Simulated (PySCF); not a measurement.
GeCl3(NHMe), CH₄Cl₃GeN.
Bonds: Ge1–Cl2, Ge1–Cl3, Ge1–Cl4, Ge1–N5, N5–C6. Hydrogens: H7 on N5; H8, H9, H10 on C6.

Theory: TDDFT B3LYP/def2-SVPD, vertical, gas phase, core orbitals frozen in the response (PySCF 2.14.0, density-fitted response routines). Geometry: PBE0-D3(BJ)/def2-SVP; no solvent, vibrations or thermal averaging. Relativistic effects, spin–orbit coupling among them, are left out although an element past zinc is present.

What does the calculation give for the low-lying excited states?

| state | E (eV) | λ (nm) | f | \|μ\| (D) | main configurations (H = HOMO, L = LUMO) |
| --- | --- | --- | --- | --- | --- |
| S1 | 4.55 | 272.2 | 0.0093 | 0.73 | H→L (99%) |
| S2 | 5.95 | 208.4 | 0.0026 | 0.34 | H-1→L (98%) |
| S3 | 6.17 | 201.1 | 0.0000 | 0.03 | H→L+1 (96%) |
| S4 | 6.27 | 197.7 | 0.032 | 1.16 | H-2→L (92%) |
| S5 | 6.35 | 195.3 | 0.034 | 1.19 | H-3→L (94%) |
| S6 | 6.57 | 188.8 | 0.026 | 1.01 | H-4→L (94%) |
| S7 | 6.63 | 187.1 | 0.0001 | 0.07 | H→L+2 (93%) |
| S8 | 6.70 | 185.2 | 0.024 | 0.97 | H-6→L (82%), H-5→L (12%) |
| S9 | 6.70 | 185.1 | 0.037 | 1.21 | H-5→L (80%), H-6→L (13%) |
| S10 | 7.26 | 170.9 | 0.102 | 1.93 | H→L+3 (70%), H→L+4 (22%) |
| S11 | 7.28 | 170.2 | 0.048 | 1.31 | H→L+4 (75%), H→L+3 (20%) |
| S12 | 7.64 | 162.3 | 0.0087 | 0.55 | H→L+5 (83%), H→L+6 (10%) |
| S13 | 7.73 | 160.3 | 0.0001 | 0.04 | H→L+6 (82%), H→L+5 (11%) |
| S14 | 7.91 | 156.7 | 0.019 | 0.80 | H-1→L+1 (87%) |

Triplets, Tamm–Dancoff:

```tsv
state	E (eV)	λ (nm)	main configurations (H = HOMO, L = LUMO)
T1	4.25	291.4	H→L (98%)
T2	5.56	223.0	H-1→L (97%)
T3	5.78	214.4	H-2→L (96%)
T4	5.86	211.4	H-3→L (96%)
```

The lowest singlet lies at 4.55 eV (272 nm, ultraviolet) and is weak; its leading configuration is HOMO→LUMO (99%). The strongest level in the table is S10 at 7.26 eV (171 nm, f = 0.102). S8/S9 lie within about 0.01 eV of each other. Löwdin shares by element: HOMO nitrogen 59%, carbon 12%, hydrogen 5% or more, germanium 5% (atoms not listed hold the other 19%); LUMO chlorine 65%, germanium 23%. Of the 14 states listed, 8 reach f = 0.01 and 3 stay under 0.0005. The listed states span 3.36 eV, and the widest gap between neighbours is 1.39 eV (S1 to S2). Weighted by f, the mean energy of these states is 6.89 eV. The vertical ionisation energy (ΔSCF) is 9.59 eV, 1.68 eV above S14. Orbitals of the list HOMO-3 to LUMO+2 that lie within 0.01 eV of each other are written together with a slash and their weights summed (≥ marks a lower bound); for degenerate orbitals outside that list single weights are arbitrary. Singlets were solved by full linear response, triplets in the Tamm–Dancoff approximation. The highest level found (8.05 eV, f 0.045 so far) is left out, since the window may have cut off a degenerate partner.
